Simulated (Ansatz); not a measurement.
`FC[SiH](F)F` and `F[SiH](F)[SiH3]` differ in one atom or group.

Ansatz, PBE0-D4/def2-TZVP geometries, multiplicity 1. Each molecule was computed in one conformer, which needn't be the lowest.

| property | `FC[SiH](F)F` |
| --- | --- |
| HOMO energy (ωB97M-V/def2-TZVPP) / eV | -11.44 |
| HOMO energy (PBE/def2-TZVPP) / eV | -7.53 |
| size of the dipole moment (PBE/def2-TZVPP) / D | 1.32 |
| HOMO–LUMO gap (B3LYP/def2-TZVPP) / eV | 8.75 |
| HOMO–LUMO gap (PBE0/def2-TZVPP) / eV | 9.23 |
| LUMO energy (ωB97M-V/def2-TZVPP) / eV | 1.95 |

**Question.** What does the change do to each property? (Estimate.)

**Answer.** Ansatz gave: 
```tsv
property	`F[SiH](F)[SiH3]`	shift
HOMO energy (ωB97M-V/def2-TZVPP) / eV	-10.66	0.78
HOMO energy (PBE/def2-TZVPP) / eV	-7.33	0.20
size of the dipole moment (PBE/def2-TZVPP) / D	1.53	0.21
HOMO–LUMO gap (B3LYP/def2-TZVPP) / eV	7.80	-0.95
HOMO–LUMO gap (PBE0/def2-TZVPP) / eV	8.17	-1.06
LUMO energy (ωB97M-V/def2-TZVPP) / eV	1.36	-0.59
```

With PBE0 the HOMO rises by 0.54 eV and the LUMO falls by 0.53 eV, so the gap narrows by about 1.07 eV. PBE moves the HOMO by 0.20 eV and ωB97M-V by 0.78 eV. Dipoles are sizes alone; their direction can turn.

B3LYP here is the variant with VWN-RPA as its local correlation; programs differ in this.
